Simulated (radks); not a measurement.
Excited configurations of La2+: one electron is placed in a higher orbital outside [Xe]. The ground configuration is [Xe] 5d1. All-electron calculation, scalar-relativistic Kohn-Sham, SCAN, spin-polarised, spherical densities, finite nucleus; open shells are filled with parallel spins first (spin-orbit coupling, left out, can overturn this in heavy ions); meta-GGA in the generalised Kohn-Sham scheme; Fermi nuclear charge, rms radius 4.855 fm. Program: a radial shooting solver on a logarithmic mesh with Libxc functionals. Excitation = E - E(ground); binding = E(ion) - E, where the ion is the core of charge +3; n* = 3/sqrt(2 binding) in atomic units, and the quantum defect is n - n*.

outer orbital,excitation (eV),binding (eV),n*,quantum defect,eigenvalue (eV),<r> (bohr)
4f,-0.067,18.698,2.559,1.441,-11.394,1.312
6d,9.606,9.025,3.683,2.317,-7.591,6.050
6f,13.619,5.012,4.943,1.057,-4.200,10.31
7p,11.050,7.582,4.019,2.981,-6.582,7.987

The Delta-SCF ionisation energy is 18.632 eV (NIST Atomic Spectra Database: 19.177 eV, measured). Self-interaction in the functional shifts the binding energies and quantum defects, so they are the method's values and not measured ones. Open shells are spherical and high-spin; term and fine-structure splittings are not resolved. Spin-orbit splitting is averaged out at the scalar-relativistic level. A negative excitation energy means that this level of theory puts the configuration below the NIST ground configuration.
